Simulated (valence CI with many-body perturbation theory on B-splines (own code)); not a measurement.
E1 transitions of Re4+

Level of theory: relativistic CI+MBPT: three valence electrons over a frozen Dirac-Fock core [Xe] 4f14, radial functions for each j: 7 s, 7 p, 8 d, 6 f, 4 g, 1 h, with the one-electron correlation potential Σ1 (screened to all orders), the two-electron term Σ2, the three-electron term Σ3, Breit, model QED; selected single and double excitations, second order for the rest, scaled by the run's own slope (own B-spline code, finite nucleus).

Set against measurement, 69 paired levels are off by 1213 cm⁻¹ on average, the worst by 2255. These come from a selection out of Brasseur, Gamrath and Quinet, At. Data Nucl. Data Tables 157, 101636 (2024). Levels without a partner in it may be off by more, other configurations by 1,000 to 8,000 cm⁻¹. The list stops below the first excitations out of the core.

Lines 351 to 400 of 600 in falling wavelength, among levels below 31.670 eV, chosen from the strongest by gf and those to the six lowest levels. Wavelengths and rates use the calculated energies, so an error of 1000 cm⁻¹ moves a line at 87.27 nm by 0.87 % and its rate by three times that or more. Electric multipoles are in the length gauge, E1 and E2 with the static RPA response of the core. Weak lines are less certain than strong ones. Lines between different terms over intervals too small for the method are left out, as are lines whose strength nearly cancels. Where a level lies close to another of its J and parity, the split of strength between their lines is uncertain.

Levels are named by their leading jj configuration (3d3/2^4 stands for four electrons in 3d with j = 3/2), which in mixed levels can hold well under half, so a name can repeat and another be missing. Letters in brackets count levels of one name in rising energy.

```
λ vac (nm)  λ from measured levels                          Upper                          Lower   A (s⁻¹)  S (a.u.) with core polarisation  S without
     90.08                                 (5d3/2 5d5/2 7s) J=7/2  (5d3/2 5d5/2 6p1/2) J=5/2 [a]  6.81e+08                         1.97e+00   1.87e+00
     88.87                                 (5d3/2 5d5/2 7s) J=7/2  (5d3/2 5d5/2 6p1/2) J=7/2 [a]  4.15e+08                         1.15e+00   1.05e+00
     88.57                                 (5d3/2 5d5/2 7s) J=5/2  (5d3/2 5d5/2 6p1/2) J=7/2 [a]  7.53e+08                         1.55e+00   1.49e+00
     88.00                                     (5d3/2^2 7s) J=3/2          (5d3/2^2 6p1/2) J=5/2  1.27e+09                         1.71e+00   1.61e+00
     87.36                                     (5d3/2^2 7s) J=5/2          (5d3/2^2 6p1/2) J=5/2  6.22e+08                         1.23e+00   1.15e+00
     87.27                   87.85          (5d3/2^2 6p1/2) J=5/2          (5d3/2^2 5d5/2) J=3/2  5.28e+07                         1.04e-01   1.27e-01
     85.14                   85.54          (5d3/2^2 6p1/2) J=3/2          (5d3/2^2 5d5/2) J=1/2  6.99e+07                         8.51e-02   1.03e-01
     83.87                   83.94  (5d3/2 5d5/2 6p3/2) J=7/2 [a]      (5d3/2 5d5/2^2) J=5/2 [c]  2.27e+08                         5.30e-01   6.42e-01
     83.79                   84.15          (5d3/2^2 6p1/2) J=3/2          (5d3/2^2 5d5/2) J=3/2  1.87e+08                         2.17e-01   2.59e-01
     82.25                   82.60  (5d3/2 5d5/2 6p3/2) J=5/2 [a]                (5d5/2^3) J=3/2  3.36e+08                         5.54e-01   6.60e-01
     82.10                              (5d5/2^2 6p3/2) J=7/2 [b]                (5d5/2^3) J=5/2  6.02e+08                         1.32e+00   1.52e+00
     82.08                              (5d5/2^2 6p3/2) J=5/2 [a]      (5d3/2 5d5/2^2) J=3/2 [b]  3.89e+08                         6.37e-01   7.31e-01
     81.12                   81.31          (5d5/2^2 6p1/2) J=5/2      (5d3/2 5d5/2^2) J=5/2 [c]  3.93e+08                         6.21e-01   7.45e-01
     80.39                   80.79  (5d3/2 5d5/2 6p1/2) J=7/2 [b]      (5d3/2 5d5/2^2) J=5/2 [a]  4.99e+08                         1.02e+00   1.23e+00
     80.04                              (5d5/2^2 6p3/2) J=3/2 [a]                (5d5/2^3) J=5/2  1.32e+09                         1.34e+00   1.55e+00
     79.88                   80.65  (5d3/2 5d5/2 6p1/2) J=7/2 [a]      (5d3/2^2 5d5/2) J=9/2 [a]  1.57e+08                         3.15e-01   3.90e-01
     79.58                   79.91  (5d3/2 5d5/2 6p1/2) J=5/2 [a]          (5d3/2^2 5d5/2) J=3/2  6.53e+08                         9.75e-01   1.18e+00
     79.38                              (5d5/2^2 6p3/2) J=5/2 [b]                (5d5/2^3) J=5/2  9.77e+08                         1.45e+00   1.67e+00
     79.17                              (5d5/2^2 6p3/2) J=5/2 [b]      (5d3/2 5d5/2^2) J=3/2 [b]  4.34e+08                         6.38e-01   7.29e-01
     79.11                   79.85  (5d3/2 5d5/2 6p3/2) J=7/2 [b]                (5d5/2^3) J=9/2  2.55e+08                         4.98e-01   5.99e-01
     78.45                   78.83  (5d3/2 5d5/2 6p3/2) J=7/2 [b]      (5d3/2 5d5/2^2) J=5/2 [b]  4.73e+08                         9.03e-01   1.08e+00
     78.40                   79.22          (5d3/2^2 6p1/2) J=5/2                (5d3/2^3) J=3/2  3.88e+08                         5.53e-01   6.71e-01
     78.35                   78.93          (5d3/2^2 6p1/2) J=1/2          (5d3/2^2 5d5/2) J=1/2  4.05e+08                         1.92e-01   2.25e-01
     78.14                   78.58          (5d5/2^2 6p1/2) J=3/2      (5d3/2 5d5/2^2) J=5/2 [b]  5.57e+08                         5.25e-01   6.45e-01
     78.01                   78.60  (5d3/2 5d5/2 6p1/2) J=3/2 [b]      (5d3/2 5d5/2^2) J=5/2 [a]  5.95e+08                         5.58e-01   6.56e-01
     77.99                   78.78  (5d3/2 5d5/2 6p1/2) J=7/2 [a]          (5d3/2^2 5d5/2) J=7/2  9.13e+07                         1.71e-01   2.11e-01
     77.51                   78.05          (5d3/2^2 6p3/2) J=7/2      (5d3/2^2 5d5/2) J=9/2 [b]  4.61e+08                         8.47e-01   9.85e-01
     77.20                   77.75          (5d3/2^2 6p1/2) J=1/2          (5d3/2^2 5d5/2) J=3/2  1.01e+08                         4.57e-02   6.00e-02
     77.16                   77.68  (5d3/2 5d5/2 6p1/2) J=5/2 [b]      (5d3/2 5d5/2^2) J=7/2 [a]  4.93e+08                         6.71e-01   8.02e-01
     76.90                   77.32  (5d3/2 5d5/2 6p3/2) J=5/2 [b]                (5d5/2^3) J=3/2  5.45e+08                         7.34e-01   8.58e-01
     76.68                   77.04  (5d3/2 5d5/2 6p3/2) J=7/2 [d]      (5d3/2 5d5/2^2) J=7/2 [b]  1.02e+09                         1.82e+00   2.14e+00
     76.61                   77.27          (5d5/2^2 6p1/2) J=9/2         (5d3/2 5d5/2^2) J=11/2  6.01e+08                         1.33e+00   1.62e+00
     76.58                   77.16  (5d3/2 5d5/2 6p1/2) J=3/2 [a]          (5d3/2^2 5d5/2) J=1/2  6.06e+08                         5.37e-01   6.62e-01
     76.38                             (5d3/2 6s 6p1/2) J=3/2 [b]             (5d3/2^2 6s) J=1/2  7.13e+08                         6.27e-01   7.53e-01
     76.18                   76.55  (5d3/2 5d5/2 6p3/2) J=5/2 [a]      (5d3/2 5d5/2^2) J=3/2 [a]  4.92e+08                         6.44e-01   7.48e-01
     76.05                   76.56      (5d3/2 5d5/2 6p1/2) J=1/2          (5d3/2^2 5d5/2) J=1/2  1.40e+08                         6.07e-02   8.00e-02
     76.03                   76.34      (5d3/2^2 6p3/2) J=3/2 [a]          (5d3/2^2 5d5/2) J=1/2  4.38e+08                         3.80e-01   4.48e-01
     75.87                   76.29          (5d3/2^2 6p3/2) J=5/2          (5d3/2^2 5d5/2) J=3/2  2.31e+08                         2.99e-01   3.62e-01
     75.71                             (5d5/2 6s 6p1/2) J=5/2 [b]             (5d5/2^2 6s) J=7/2  6.63e+08                         8.52e-01   1.03e+00
     75.58                   76.20          (5d3/2^2 6p1/2) J=3/2                (5d3/2^3) J=3/2  2.60e+09                         2.22e+00   2.67e+00
     75.55                   76.30  (5d3/2 5d5/2 6p1/2) J=7/2 [a]          (5d3/2^2 5d5/2) J=5/2  4.60e+08                         7.84e-01   9.45e-01
     75.54                                  (5d5/2^2 6p1/2) J=1/2      (5d3/2 5d5/2^2) J=3/2 [b]  3.70e+09                         1.57e+00   1.87e+00
     75.49                   76.03  (5d3/2 5d5/2 6p1/2) J=3/2 [a]          (5d3/2^2 5d5/2) J=3/2  3.86e+08                         3.28e-01   3.85e-01
     75.46                   76.15      (5d3/2 5d5/2 6p1/2) J=9/2      (5d3/2^2 5d5/2) J=9/2 [a]  1.04e+09                         2.20e+00   2.67e+00
     75.04                   75.45  (5d3/2 5d5/2 6p3/2) J=3/2 [a]          (5d3/2 5d5/2^2) J=1/2  1.19e+09                         9.92e-01   1.17e+00
     74.97                   75.45      (5d3/2 5d5/2 6p1/2) J=1/2          (5d3/2^2 5d5/2) J=3/2  2.00e+09                         8.32e-01   1.01e+00
     74.95                   75.24      (5d3/2^2 6p3/2) J=3/2 [a]          (5d3/2^2 5d5/2) J=3/2  9.39e+08                         7.80e-01   9.06e-01
     74.92                             (5d5/2 6s 6p1/2) J=5/2 [a]     (5d3/2 5d5/2 6s) J=3/2 [a]  1.01e+09                         1.25e+00   1.51e+00
     74.80                   75.31          (5d5/2^2 6p1/2) J=3/2      (5d3/2 5d5/2^2) J=3/2 [a]  2.68e+09                         2.22e+00   2.61e+00
     74.78                   75.20  (5d3/2 5d5/2 6p3/2) J=9/2 [b]                (5d5/2^3) J=9/2  3.76e+08                         7.77e-01   8.93e-01
```
